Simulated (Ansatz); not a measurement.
## Ligand exchange: C3H5AlCl2 + SiH(CH3)3 → C3H6AlCl + Si(CH3)3Cl

Gas-phase species: C3H5AlCl2 `C=C[CH2][Al]([Cl])[Cl]`, singlet; SiH(CH3)3, singlet; C3H6AlCl `C=C[CH2][AlH][Cl]`, singlet; Si(CH3)3Cl, singlet. The partners trade Cl for H: Al–Cl and Si–H bonds give way to Al–H and Si–Cl.

Shapes, held fixed at every level: PBE0-D4/def2-TZVP. Flexible molecules stand in one conformer, not always the lowest. Programs: Ansatz 0.2.0. The zero-point and thermal change to 298 K, harmonic and unscaled (PBE0-D4/def2-TZVP), is -3.2 kJ/mol.

```json
{"level": "HF/def2-TZVPP", "kind": "Hartree–Fock", "ΔH(298 K) (kJ/mol)": "+51.0", "less CCSD(T)/CBS estimate": "+7.5"}
{"level": "PBE0-D4/def2-TZVPP", "kind": "global hybrid", "ΔH(298 K) (kJ/mol)": "+38.3", "less CCSD(T)/CBS estimate": "-5.2"}
{"level": "r2SCAN0-D4/def2-TZVPP", "kind": "global hybrid", "ΔH(298 K) (kJ/mol)": "+40.8", "less CCSD(T)/CBS estimate": "-2.7"}
{"level": "wB97X-V/def2-TZVPP", "kind": "range-separated hybrid", "ΔH(298 K) (kJ/mol)": "+40.2", "less CCSD(T)/CBS estimate": "-3.3"}
{"level": "B2PLYP/def2-TZVPP", "kind": "double hybrid", "ΔH(298 K) (kJ/mol)": "+44.6", "less CCSD(T)/CBS estimate": "+1.1"}
{"level": "CCSD/def2-SVP", "kind": "coupled cluster or CI", "ΔH(298 K) (kJ/mol)": "+56.3", "less CCSD(T)/CBS estimate": "+12.8"}
{"level": "CCSD/def2-TZVPP", "kind": "coupled cluster or CI", "ΔH(298 K) (kJ/mol)": "+46.4", "less CCSD(T)/CBS estimate": "+2.9"}
{"level": "CCSD(T)/CBS estimate", "kind": "coupled cluster or CI", "ΔH(298 K) (kJ/mol)": "+43.5", "less CCSD(T)/CBS estimate": "0.0"}
```

The highest level, CCSD(T)/CBS estimate, gives ΔH(298 K) = +43.5 kJ/mol; the levels span +38.3 to +56.3. The column of differences is taken from that level and isn't an error. No measured value is set beside it here. The CBS estimate extrapolates MP2 from def2-TZVPP and def2-QZVPP and adds CCSD(T) − MP2 in the triple-zeta set, cores frozen.
